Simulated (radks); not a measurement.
The numbers below are computed, except where a source is named.
Initial-state core-level shifts of neutral arsenic when its valence configuration changes from [Ar] 3d10 4s2 4p3. Code: a radial shooting solver on a logarithmic mesh with Libxc functionals. Model: Dirac Kohn-Sham, PBEsol, spin-unpolarised, spherical densities, finite nucleus; open shells fill j = l - 1/2 first; Fermi nuclear charge, rms radius 4.0968 fm. Shifts are changes of the shell-averaged eigenvalues in eV (positive: less bound); the change of the density at the nucleus, which sets a Mossbauer isomer shift, is in e/bohr^3, on a base of 3.549e+04.

3d10 4s1 4p4: 1s -1.778; 2s -1.712; 3s -1.749; 3p -1.741; density at nucleus -21.849
3d9 4s2 4p4: 1s -12.800; 2s -14.192; 3s -11.402; 3p -11.165; density at nucleus +13.887
3d10 4p5: 1s -3.456; 2s -3.328; 3s -3.404; 3p -3.388; density at nucleus -45.172
3d9 4p6: 1s -16.006; 2s -17.304; 3s -14.552; 3p -14.297; density at nucleus -38.225
3d8 4s2 4p5: 1s -26.490; 2s -29.459; 3s -23.170; 3p -22.699; density at nucleus +28.971
3d9.5 4s2 4p3.5: 1s -6.287; 2s -6.959; 3s -5.651; 3p -5.533; density at nucleus +6.789
3d8.5 4s0.5 4p6: 1s -21.881; 2s -23.979; 3s -19.545; 3p -19.176; density at nucleus -19.940
3d10 4s1.5 4p3.5: 1s -0.903; 2s -0.870; 3s -0.888; 3p -0.884; density at nucleus -10.731
